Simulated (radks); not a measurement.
Task: Ionisation of the krypton ion Kr2+, [Ar] 3d10 4s2 4p4, to [Ar] 3d10 4s2 4p3 as the strength of local exchange is varied. Method: scalar-relativistic Kohn-Sham, Slater X-alpha exchange (alpha = 2/3 is LDA exchange), no correlation, spin-unpolarised, spherical densities, finite nucleus; Fermi nuclear charge, rms radius 4.1884 fm; computed with a radial shooting solver on a logarithmic mesh with Libxc functionals.

alpha  E(Kr2+) (hartree)  exchange (hartree)  IE (eV)  -e of the level emptied (eV)  <r> of it (bohr)
0.667        -2782.22843           -89.03452   35.801                   29.708 (4p)             1.746
0.841        -2805.57266          -113.13660   38.738                   32.522 (4p)             1.697
1.004        -2827.60565          -136.04253   41.593                   35.268 (4p)             1.654
1.013        -2828.82683          -137.31650   41.754                   35.423 (4p)             1.652
x            -2802.74563          -110.20856   38.378                   32.176 (4p)             1.703

Which alpha was used in the last row?

Result: alpha = 0.82. NIST Atomic Spectra Database: 35.84 eV (measured). The Delta-SCF value meets it near alpha = 0.67. Spin polarisation and multiplet splitting are left out, so open shells lie too high by an amount that depends on their filling.

Beside tabulated values, note that spin-unpolarised runs miss the spin-polarisation part of the exchange energy of open shells.
